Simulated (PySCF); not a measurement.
Compound: C₂H₈N₂Si.
Bonds: C1–C2 (double), C2–Si3, Si3–N4, Si3–N5. Hydrogens: H6, H7 on C1; H8 on C2; H9 on Si3; H10, H11 on N4; H12, H13 on N5.

A GFN2-xTB structure was refined with PBE0-D3(BJ)/def2-SVP geometry optimisation, gas phase (PySCF 2.14.0). Its GFN2-xTB values:

```csv
coordinate,GFN2-xTB
C1=C2,1.354 Å
C1–H6,1.066 Å
C1–H7,1.069 Å
C2–Si3,1.905 Å
C2–H8,1.105 Å
Si3–N4,1.703 Å
Si3–H9,1.443 Å
N4–H10,0.996 Å
C1–C2–Si3,126.5°
C2–Si3–N4,104.9°
C2–Si3–N5,116.3°
N4–Si3–N5,104.0°
C1–C2–Si3–N4,-10°
```

**Question.** How do these coordinates change at the PBE0-D3(BJ)/def2-SVP level?

**Answer.** 
```tsv
coordinate	PBE0-D3(BJ)/def2-SVP (Å or °)	change
Si3–H9	1.501	+0.058
C1–H6	1.096	+0.030
C2–Si3	1.876	-0.029
C1–H7	1.096	+0.027
Si3–N4	1.729	+0.026
N4–H10	1.013	+0.017
C1=C2	1.339	-0.015
C2–H8	1.099	-0.006
C1–C2–Si3	123.4	-3.1
N4–Si3–N5	106.4	+2.4
C2–Si3–N5	116.9	+0.6
C2–Si3–N4	105.4	+0.5
C1–C2–Si3–N4	-21	-11
```

The energy falls by 18.6 kJ/mol over 11 energy and gradient evaluations, the largest force component goes from 0.0438 to 3.0e-04 Eh/bohr, and the atoms move by 0.156 Å rms after alignment. The bond that changes most is Si3–H9 (SiH silicon to Si–H hydrogen), which lengthens by 0.058 Å. Bonds longer at the end by more than 0.005 Å: 6 of 12; shorter: 5. Among the dihedrals that turn most is N4–Si3–N5–H13, from -179° to -151°. Rotational constants go from 5921, 2812, 2245 to 5676, 2893, 2288 MHz.

The run used 114 basis functions and 71 SCF cycles in all. On an Arm Neoverse V2 with one thread, no GPU, on a shared host, this took 40 s wall and 0.48 GiB of memory at its peak.

Stationary, but not proved a minimum. The numbers are those of one conformer.
